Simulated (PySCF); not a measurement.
Si(H)(Br)(Me)(vinyl) (C3H7BrSi), SMILES C=C[SiH](C)Br. Coordinates come from a PBE0-D3(BJ)/def2-SVP optimisation. Other conformers were not sampled.

Computed equilibrium geometry at PBE0-D3(BJ)/def2-SVP (PySCF confirms it by a frequency run) as a Z-matrix (one conformer of several):
```
Si
H 1 1.4928
C 1 1.8648 2 110.47
C 3 1.3367 1 125.63 2 -117.04
H 4 1.0955 3 121.91 1 -179.53
H 4 1.0958 5 116.66 3 179.95
H 3 1.0999 4 118.17 5 0.12
C 1 1.8688 2 110.27 3 124.07
H 8 1.1001 1 110.90 2 56.59
H 8 1.1002 9 108.62 1 -121.55
H 8 1.1021 9 108.36 10 -117.60
Br 1 2.2423 2 106.58 3 -118.05
```
Charge 0, spin multiplicity 1.
